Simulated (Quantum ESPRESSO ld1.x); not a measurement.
The run below uses ld1.x (Quantum ESPRESSO 7.5).

```
 &input
    atom='Ta',
    iswitch=1,
    rel=1,
    lsd=1,
    dft='PZ',
    config='[Kr] 4d3',
    verbosity='high',
    prefix='ld1',
    max_out_wfc=37,
    file_charge='ld1.rho',
 /
```

Command: `OMP_NUM_THREADS=1 ld1.x < ld1.in > ld1.out`

Output:

```
     Program LD1 v.7.5 starts

     --------------------------- All-electron run ----------------------------

     scalar relativistic calculation

     atomic number is 73.00
     dft =PZ   lsd =1 sic =0 latt =0  beta=0.20 tr2=1.0E-14
     Exchange-correlation= PZ
                           (   1   1   0   0   0   0   0)
     mesh =2113 r(mesh) = 100.03704 a.u. xmin = -8.00 dx = 0.00800
     1 Ry =  13.60569312 eV, c = 137.03599908

     n l     nl                  e(Ry)          e(Ha)          e(eV)
     1 0     1S 1( 1.00)   -5049.223765989   -2524.611882995 -68698.1890694
     2 0     2S 1( 1.00)    -952.253851007    -476.126925504 -12956.0736720
     2 1     2P 1( 3.00)    -847.391496804    -423.695748402 -11529.3486605
     3 0     3S 1( 1.00)    -294.357603159    -147.178801580  -4004.9392170
     3 1     3P 1( 3.00)    -263.128475365    -131.564237683  -3580.0452877
     4 0     4S 1( 1.00)    -128.559693768     -64.279846884  -1749.1437414
     4 1     4P 1( 3.00)    -117.138426367     -58.569213183  -1593.7494821
     3 2     3D 1( 5.00)    -227.284101250    -113.642050625  -3092.3577333
     4 2     4D 1( 3.00)    -103.274943087     -51.637471543  -1405.1271829
     1 0     1S 2( 1.00)   -5049.213822675   -2524.606911338 -68698.0537837
     2 0     2S 2( 1.00)    -952.027155042    -476.013577521 -12952.9893163
     2 1     2P 2( 3.00)    -847.201272278    -423.600636139 -11526.7605240
     3 0     3S 2( 1.00)    -294.200327836    -147.100163918  -4002.7993772
     3 1     3P 2( 3.00)    -262.962001587    -131.481000794  -3577.7802966
     4 0     4S 2( 1.00)    -128.000080643     -64.000040321  -1741.5298169
     4 1     4P 2( 3.00)    -116.586706143     -58.293353071  -1586.2429460
     3 2     3D 2( 5.00)    -227.075520519    -113.537760260  -3089.5198479
     4 2     4D 2( 0.00)    -102.724386565     -51.362193283  -1397.6364799

     final scf error:  4.9E-15 reached in  22 iterations

     Etot =  -29899.437692 Ry,  -14949.718846 Ha, -406802.573791 eV
     Total magnetization:    3.00 Bohr mag.

     Ekin =   32981.224787 Ry,   16490.612393 Ha,  448732.423271 eV
     Encl =  -69650.756946 Ry,  -34825.378473 Ha, -947646.824788 eV
     Eh   =    7271.524376 Ry,    3635.762188 Ha,   98934.129198 eV
     Exc  =    -501.429910 Ry,    -250.714955 Ha,   -6822.301472 eV

     normalization and overlap integrals

     s(1S/1S) =  1.000000  <r> =   0.0187  <r2> =    0.0005  r(max) =   0.0117
     s(1S/2S) = -0.031000
     s(1S/3S) = -0.013676
     s(1S/4S) = -0.007409
     s(2S/2S) =  1.000000  <r> =   0.0790  <r2> =    0.0074  r(max) =   0.0668
     s(2S/3S) = -0.008712
     s(2S/4S) = -0.004491
     s(2P/2P) =  1.000000  <r> =   0.0706  <r2> =    0.0061  r(max) =   0.0547
     s(2P/3P) = -0.006917
     s(2P/4P) = -0.003464
     s(3S/3S) =  1.000000  <r> =   0.2033  <r2> =    0.0472  r(max) =   0.1874
     s(3S/4S) = -0.003257
     s(3P/3P) =  1.000000  <r> =   0.2028  <r2> =    0.0476  r(max) =   0.1859
     s(3P/4P) = -0.002834
     s(4S/4S) =  1.000000  <r> =   0.4186  <r2> =    0.1969  r(max) =   0.4072
     s(4P/4P) =  1.000000  <r> =   0.4319  <r2> =    0.2108  r(max) =   0.4204
     s(3D/3D) =  1.000000  <r> =   0.1832  <r2> =    0.0392  r(max) =   0.1510
     s(3D/4D) = -0.002159
     s(4D/4D) =  1.000000  <r> =   0.4328  <r2> =    0.2140  r(max) =   0.4171
     s(1S/1S) =  1.000000  <r> =   0.0187  <r2> =    0.0005  r(max) =   0.0117
     s(1S/2S) = -0.031003
     s(1S/3S) = -0.013679
     s(1S/4S) = -0.007405
     s(2S/2S) =  1.000000  <r> =   0.0790  <r2> =    0.0074  r(max) =   0.0668
     s(2S/3S) = -0.008715
     s(2S/4S) = -0.004489
     s(2P/2P) =  1.000000  <r> =   0.0706  <r2> =    0.0061  r(max) =   0.0547
     s(2P/3P) = -0.006920
     s(2P/4P) = -0.003460
     s(3S/3S) =  1.000000  <r> =   0.2032  <r2> =    0.0472  r(max) =   0.1874
     s(3S/4S) = -0.003256
     s(3P/3P) =  1.000000  <r> =   0.2027  <r2> =    0.0476  r(max) =   0.1859
     s(3P/4P) = -0.002832
     s(4S/4S) =  1.000000  <r> =   0.4187  <r2> =    0.1970  r(max) =   0.4072
     s(4P/4P) =  1.000000  <r> =   0.4321  <r2> =    0.2111  r(max) =   0.4204
     s(3D/3D) =  1.000000  <r> =   0.1831  <r2> =    0.0391  r(max) =   0.1510
     s(3D/4D) = -0.002157
     s(4D/4D) =  1.000000  <r> =   0.4331  <r2> =    0.2144  r(max) =   0.4171

     ------------------------ End of All-electron run ------------------------
```

Run on one thread of a shared host, so times are rough (Intel(R) Xeon(R) Processor @ 2.60GHz): 0.51 s of CPU time, 1.8 s wall, 22 iterations on 2113 mesh points.
